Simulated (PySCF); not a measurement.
Computed shifts of a molecule C3H6OSi, PBE0/pcSseg-1 in PySCF, GIAO, gas phase, atoms alike by connectivity averaged where their shifts nearly agree, in ppm (number of nuclei): ¹³C: 248.1 (1), 66.1 (1), 4.0 (1). ²⁹Si: -0.9 (1). ¹H: 5.95 (2), 3.84 (2), 1.92 (2). References: ¹⁷O against H2O (σ = 334.2 ppm); ¹³C against TMS (σ = 186.3 ppm); ²⁹Si against TMS (σ = 352.7 ppm); ¹H against TMS (σ = 31.56 ppm), references at their B3LYP-D3(BJ)/def2-TZVP geometries, non-relativistic. Coordinates come from a PBE-D3(BJ)/def2-SVP optimisation. A frequency run showed that this geometry is not a minimum. One conformer was computed; it need not be the lowest.

Q: Identify the compound among the candidates.
(A) CC1=CO[SiH2]1
(B) C#CC[SiH2]O
(C) C=C=CO[SiH3]
(D) O=C1CC[SiH2]1

A: D, O=C1CC[SiH2]1
